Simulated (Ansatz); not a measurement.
`CN(C)[Si](Br)(Br)N(C)C`, charge 0, multiplicity 1.

Q: Give a relaxed structure at PBE0-D4/def2-TZVP (the Gaussian-basis code of Ansatz). (An estimate is asked.)

A: Computed: 
```xyz
21

C    -1.280   -1.566    0.225
N     0.151   -1.347    0.294
C     0.875   -2.513    0.744
Si    0.819   -0.079   -0.615
Br    0.819   -0.490   -2.810
Br    2.965    0.123   -0.031
N    -0.073    1.339   -0.351
C    -0.170    2.441   -1.280
C    -0.362    1.729    1.015
H    -1.532   -2.388   -0.459
H    -1.671   -1.822    1.217
H    -1.790   -0.667   -0.121
H     0.731   -3.367    0.068
H     1.942   -2.305    0.810
H     0.524   -2.810    1.739
H    -1.179    2.868   -1.250
H     0.025    2.108   -2.298
H     0.541    3.242   -1.036
H    -1.384    2.119    1.088
H    -0.275    0.873    1.684
H     0.324    2.511    1.366
```
Point group C2.
This is one stationary point; other conformers may exist.
